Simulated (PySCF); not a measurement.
Computed data sheet: `Oc1ccc(S)cc1` (4-mercaptophenol)

4-mercaptophenol, C6H6OS.
Geometry (GFN2-xTB, Å), atoms numbered from 1 in this order:
```xyz
14
C6H6OS angstrom
O     -2.725    0.620   -0.029
C     -1.408    0.280   -0.014
C     -0.983   -1.043    0.024
C      0.366   -1.340    0.035
C      1.304   -0.317    0.010
S      3.021   -0.751    0.028
C      0.884    1.006   -0.026
C     -0.463    1.302   -0.039
H     -3.269   -0.177   -0.005
H     -1.710   -1.844    0.046
H      0.696   -2.367    0.061
H      3.482    0.498   -0.002
H      1.608    1.808   -0.046
H     -0.805    2.325   -0.066
```

Structural features include: benzene ring, phenol-type hydroxyl and thiol.

GFN2-xTB geometry:

```yaml
Point_group_of_the_GFN2-xTB_geometry: Cs
Rotational_constants_A_B_C_of_the_GFN2-xTB_geometry: 5.607, 0.991, 0.842 GHz
```

CAM-B3LYP/def2-SVPD ground state and vertical TDDFT (core frozen in the response) (PySCF):

```yaml
Dipole_moment: 1.08 D
HOMO_energy: -7.20 eV
LUMO_energy: 0.49 eV
HOMO–LUMO_gap: 7.69 eV
Lowest_singlet_excitation: 4.67 eV (265 nm, f = 0.031)
Strongest_line_among_the_8_lowest_singlet_transitions: S3 at 5.42 eV (229 nm, f = 0.258)
Lowest_triplet_excitation_Tamm–Dancoff: 3.79 eV
Static_isotropic_polarisability: 94.6 au
Electronic_spatial_extent_⟨r²⟩_about_the_centre_of_nuclear_charge: 1277 bohr²
```

Monoisotopic mass (most abundant isotopes): 126.0139 u.

The vertical singlet–triplet gap S1 − T1 is 0.88 eV (TDDFT singlet less Tamm–Dancoff triplet). The largest Löwdin shares of the HOMO are 0.32 on S6, 0.15 on C5, 0.12 on C2 and 0.10 on O1. The 8 singlets span 4.67 to 6.70 eV, and their oscillator strengths add up to 0.41. The rotational constants make it an asymmetric top with κ = (2B − A − C)/(A − C) = -0.94, nearer the prolate limit (−1). S1 lies 3.02 eV below the HOMO–LUMO gap; its leading configuration is HOMO→LUMO, weight 0.91. A dipole of 1.08 D is allowed in Cs, and pure rotational transitions are dipole-allowed. No computed singlet falls in the visible range (750 to 380 nm, 1.65 to 3.26 eV); S1 lies 1.41 eV above its blue end. The principal polarisabilities are 58.0, 93.6 and 132.2 au; their mean is the isotropic value.

Isolated species at its GFN2-xTB geometry (one conformer only).

For the TDDFT job (CAM-B3LYP/def2-SVPD), the run took 2.7 min wall, 2.3 min CPU (grids of density and orbitals included) on one thread of an Intel Xeon at 2.50 GHz, no GPU, shared host, and the process peaked at 0.98 GiB of memory.
